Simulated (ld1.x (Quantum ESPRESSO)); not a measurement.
**Configuration tests for Ge (Z = 32) (TM semilocal)**

- Element: germanium
- Generator: ld1.x (Quantum ESPRESSO) 7.5
- Type: norm-conserving Troullier–Martins (semilocal form)
- Functional: LDA (PZ)
- Relativity: scalar-relativistic
- Frozen core: [Ar]
- Valence charge: 14
- Reference configuration: 3d10 4s2 4p2
- Partial waves: 4s (bound): rc 1.20 bohr; 3d (bound): rc 0.80 bohr; 4p (bound): rc 2.30 bohr
- Local potential: the p channel
- Core correction: none

Energies are relative to the spin-unpolarised reference configuration 3d10 4s2 4p2; without spin polarisation the order of configurations can differ from experiment. Spin-polarised rows fill each open shell by Hund’s rule, majority spin first.

Task: Give the all-electron excitation energy and the error of the potential for: 3d10 4s2 4p1; 3d10 4s2 4p0; 3d10 4s1 4p0; 3d10 4s2 4p2.3; 3d10 4s1 4p2; 3d10 4s1 4p3; 3d10 4s2 4p1.5; 3d10 4s2 4p2 (spin-polarised); 3d10 4s2 4p1 (spin-polarised).

Result:

```tsv
valence configuration	charge	ΔE all-electron (eV)	error AE − PS (meV)
3d10 4s2 4p1	+1	7.636	-0.1
3d10 4s2 4p0	+2	23.352	-0.2
3d10 4s1 4p0	+3	58.570	+31
3d10 4s2 4p2.3	-0.3	-0.928	+0.2
3d10 4s1 4p2	+1	16.413	+8.7
3d10 4s1 4p3	0	8.044	+2.3
3d10 4s2 4p1.5	+0.5	2.889	-0.2
3d10 4s2 4p2 (spin-polarised)	0	-0.563	+7.8
3d10 4s2 4p1 (spin-polarised)	+1	7.451	+3.0
```
